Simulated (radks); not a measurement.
Spin polarisation of the 1s1 shell in Be3+. Start: 1s(up 0.5, down 0.5); electrons of 1s are moved from spin down to spin up, other shells keep equal spins. All-electron calculation, non-relativistic Kohn-Sham, PBE, spin-polarised, spherical densities, point nucleus. Program: a radial shooting solver on a logarithmic mesh with Libxc functionals.

| moment (Bohr magnetons) | E - E(0) (eV) | e(1s up) (eV) | e(1s down) (eV) |
|---|---|---|---|
| 0 | 0.000 | -185.89 | -185.89 |
| 0.25 | -0.286 | -187.98 | -183.37 |
| 0.5 | -1.165 | -189.75 | -180.21 |
| 0.75 | -2.712 | -191.26 | -175.77 |

At moment 0.75 the spin-polarisation energy is -2.712 eV and the 1s exchange splitting 15.483 eV, that is 20.644 eV per Bohr magneton; E = -I m^2/4 would give I = 19.283 eV.
